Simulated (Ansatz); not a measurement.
CH4Br2Si can be A, `[SiH3]C(Br)Br`, or B, `C[SiH](Br)Br`.

Calculated with Ansatz (gas phase, PBE0-D4/def2-TZVP geometries, no zero-point term in ΔE). CBS: MP2 limit from def2 TZ/QZ plus the TZ coupled-cluster correction, frozen cores. Functionals use def2-TZVPP. B3LYP here is the variant with VWN-RPA as its local correlation; programs differ in this. For Br outer-core shells are correlated without core-valence functions, which leaves a few kJ/mol of doubt a bond. Scalar relativity is left out up to krypton.

(1) Which is lower in electronic energy at CCSD(T)/CBS, and by how much? (An estimate is asked.)

(2) Give E(B) − E(A) in kcal/mol with PBE-D4, HF/def2-TZVPP, CCSD/def2-TZVPP, B3LYP-D4, r2SCAN-D4, ωB97M-V, B2PLYP. (Estimate.)

Largest T1 diagnostic: 0.009.

Results:

(1) Computed: B, by 78.5 kcal/mol.

(2) Ansatz gave: PBE-D4 -76.0, HF/def2-TZVPP -82.7, CCSD/def2-TZVPP -77.4, B3LYP-D4 -77.0, r2SCAN-D4 -80.2, ωB97M-V -79.4, B2PLYP -77.8. None reverses the order clearly.

In def2-TZVPP, CCSD(T) changes the Hartree–Fock value by +6.5 kcal/mol (the triples alone add +1.2 kcal/mol) and MP2 by +4.3 kcal/mol. From PBE to PBE0 (25 % exact exchange), in def2-TZVPP and without D4, E(B) − E(A) moves by −3.3 kcal/mol.
